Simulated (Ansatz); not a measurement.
From C to Ge: the atomisation energy (no zero-point term)

All atoms of one element are swapped for its congeners: C2H5Cl (chloroethane) `CCCl`; SiH2(SiH3)Cl; GeH2(GeH3)Cl. All are singlets with charge 0.

Shapes, held fixed at every level: PBE0-D4/def2-TZVP. Programs: Ansatz 0.2.0. Values in eV.

Q: How should the atomisation energy change along the series?

A: At CCSD(T)/def2-TZVPP the atomisation energy falls at every step, from 29.34 to 21.35 eV. Every level shows the same order. Relativity is left out for Ge unless named. Correlated rows may include outer-core shells of Ge, which these sets cover unevenly. Spin-orbit coupling, which grows down the group, is left out (summed over each molecule's free atoms 0.04, 0.07, 0.28 eV).

```csv
level,C2H5Cl,SiH2(SiH3)Cl,GeH2(GeH3)Cl
HF/def2-SVP,22.85,18.08,15.83
PBE-D4/def2-TZVPP,30.51,23.51,21.27
BHLYP-D4/def2-TZVPP,29.32,23.60,21.15
PBE0-D4/def2-TZVPP,30.17,23.53,21.25
r2SCAN0-D4/def2-TZVPP,29.80,23.72,21.47
wB97X-V/def2-TZVPP,30.03,24.10,21.79
CCSD(T)/def2-TZVPP,29.34,23.25,21.35
```
